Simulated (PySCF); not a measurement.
C$_{6}$H$_{11}$O (SMILES [CH2]C(C)CC(C)=O), doublet, geometry from GFN2-xTB; CCSD/STO-3G in PySCF.

PySCF was given this input:
```python
from pyscf import gto, scf, cc

mol = gto.Mole()
mol.atom = '''
    C    -1.65634730    1.87644218   -0.36374093
    C    -0.95294037    0.59143025   -0.45007657
    C    -1.88348433   -0.59191470   -0.19904834
    C     0.21475076    0.58077831    0.60352342
    C     1.13290251   -0.58691461    0.34703274
    C     2.26085605   -0.29995557   -0.61177397
    O     0.96462992   -1.67010032    0.85157167
    H    -2.48157420    1.99773403    0.31076320
    H    -1.25949758    2.75053785   -0.84352557
    H    -0.48813316    0.49254899   -1.43902477
    H    -2.62839017   -0.65616209   -0.98871208
    H    -2.39751921   -0.47206496    0.75176355
    H    -1.32384492   -1.52292057   -0.17051116
    H    -0.22966139    0.49164889    1.59477409
    H     0.76497174    1.51843168    0.52816450
    H     1.89641650    0.24134051   -1.48135408
    H     2.73905432   -1.22539475   -0.92137717
    H     2.99671484    0.32590792   -0.10903183
'''
mol.basis = 'sto-3g'
mol.spin = 1
mol.verbose = 5
mol.build()

mf = scf.UHF(mol)
mf.kernel()

mycc = cc.CCSD(mf)
mycc.kernel()
print('E(CCSD) = %.10f' % mycc.e_tot)
```

**Question.** Predict the main parts of the log of this PySCF run.

**Answer.** 
```
PySCF version 2.14.0

[INPUT] verbose = 5
[INPUT] max_memory = 4000
[INPUT] num. atoms = 18
[INPUT] num. electrons = 55
[INPUT] charge = 0
[INPUT] spin (= nelec alpha-beta = 2S) = 1
[INPUT] symmetry False subgroup None
[INPUT] Mole.unit = angstrom
[INPUT] Symbol           X                Y                Z      unit          X                Y                Z       unit  Magmom
[...]
[INPUT] ---------------- BASIS SET ----------------
[INPUT] l, kappa, [nprim/nctr], expnt,             c_1 c_2 ...
[INPUT] H
[...]
                                0.62391373        0.53532814
                                0.1688554         0.44463454
[INPUT] C
[...]
                                13.045096         0.53532814
                                3.5305122         0.44463454
[...]
                                0.6834831         0.39951283
                                0.2222899         0.70011547
[...]
                                0.6834831         0.60768372
                                0.2222899         0.39195739
[INPUT] O
[...]
                                23.808861         0.53532814
                                6.4436083         0.44463454
[...]
                                1.1695961         0.39951283
                                0.380389          0.70011547
[...]
                                1.1695961         0.60768372
                                0.380389          0.39195739

nuclear repulsion = 305.022561143914
number of shells = 32
number of NR pGTOs = 138
number of NR cGTOs = 46
basis = sto-3g
ecp = {}

******** <class 'pyscf.scf.uhf.UHF'> ********
method = UHF
initial guess = minao
damping factor = 0
level_shift factor = 0
DIIS = <class 'pyscf.scf.diis.CDIIS'>
diis_start_cycle = 1
diis_space = 8
diis_damp = 0
SCF conv_tol = 1e-09
SCF conv_tol_grad = None
SCF max_cycles = 50
direct_scf = True
direct_scf_tol = 1e-13
number electrons alpha = 28  beta = 27
Set gradient conv threshold to 3.16228e-05
E1 = -1015.1042813016629  E2 = 404.1572963530363  Ecoul = 448.2383042633809  Exc = -44.08100791034457
init E= -305.924423804712
cond(S) = 13.087834241086876

  alpha mo_energy =
[-20.58255847 -11.12686751 -11.12366202 -11.1219622  -11.11959824
 -11.09220984 -11.09115524  -1.76073063  -1.53357292  -1.28719363
  -1.16467979  -1.11646188  -0.84100276  -0.75776124  -0.6119746
  -0.58589211  -0.56039303  -0.53147118  -0.49459755  -0.47454958
  -0.44507894  -0.43340798  -0.41403634  -0.37232948  -0.35491359
[...]
   0.69868673   0.72489541   0.7289735    0.74319433   0.75432667
   0.76658966   0.79214682   0.8204083    0.85926177   0.88545081
   1.04129471]
multiplicity <S^2> = 0.76597456  2S+1 = 2.0159113
E1 = -1019.8170246322895  E2 = 410.17028277458684  Ecoul = 453.6772931392866  Exc = -43.50701036469974
Extra cycle  E= -304.624180713788  delta_E= -8.53e-12  |g|= 1.54e-06  |ddm|= 4.41e-06
converged SCF energy = -304.624180713788  <S^2> = 0.76597456  2S+1 = 2.0159113

******** <class 'pyscf.cc.uccsd.UCCSD'> ********
CC2 = 0
CCSD nocc = (np.int64(28), np.int64(27)), nmo = (46, 46)
max_cycle = 50
direct = 0
conv_tol = 1e-07
conv_tol_normt = 1e-06
diis_space = 6
diis_start_cycle = 0
diis_start_energy_diff = 1e+09
Init t2, MP2 energy = -0.352604616022321
Init E_corr(UCCSD) = -0.352604616024456
cycle = 1  E_corr(UCCSD) = -0.414592262409261  dE = -0.0619876464  norm(t1,t2) = 0.107536
cycle = 2  E_corr(UCCSD) = -0.436925869176428  dE = -0.0223336068  norm(t1,t2) = 0.0400526
cycle = 3  E_corr(UCCSD) = -0.448509159342192  dE = -0.0115832902  norm(t1,t2) = 0.0193689
cycle = 4  E_corr(UCCSD) = -0.450751996550752  dE = -0.00224283721  norm(t1,t2) = 0.00613851
cycle = 5  E_corr(UCCSD) = -0.450588016986387  dE = 0.000163979564  norm(t1,t2) = 0.00265729
cycle = 6  E_corr(UCCSD) = -0.450600488959181  dE = -1.24719728e-05  norm(t1,t2) = 0.00080855
cycle = 7  E_corr(UCCSD) = -0.450618448243085  dE = -1.79592839e-05  norm(t1,t2) = 0.000407896
cycle = 8  E_corr(UCCSD) = -0.450618840833249  dE = -3.92590164e-07  norm(t1,t2) = 0.00018314
cycle = 9  E_corr(UCCSD) = -0.45061830322717  dE = 5.37606079e-07  norm(t1,t2) = 0.000109287
cycle = 10  E_corr(UCCSD) = -0.450618020939286  dE = 2.82287883e-07  norm(t1,t2) = 6.12008e-05
cycle = 11  E_corr(UCCSD) = -0.450617113017057  dE = 9.0792223e-07  norm(t1,t2) = 3.57486e-05
cycle = 12  E_corr(UCCSD) = -0.450616101562885  dE = 1.01145417e-06  norm(t1,t2) = 1.95686e-05
cycle = 13  E_corr(UCCSD) = -0.450615605752642  dE = 4.95810243e-07  norm(t1,t2) = 9.52452e-06
cycle = 14  E_corr(UCCSD) = -0.450615536250981  dE = 6.95016616e-08  norm(t1,t2) = 4.43894e-06
cycle = 15  E_corr(UCCSD) = -0.450615526640401  dE = 9.61058e-09  norm(t1,t2) = 2.35518e-06
cycle = 16  E_corr(UCCSD) = -0.450615502231387  dE = 2.44090133e-08  norm(t1,t2) = 1.2748e-06
cycle = 17  E_corr(UCCSD) = -0.450615474251197  dE = 2.79801903e-08  norm(t1,t2) = 7.4994e-07
UCCSD converged
E(UCCSD) = -305.0747961880394  E_corr = -0.4506154742511971
E(CCSD) = -305.0747961880
```
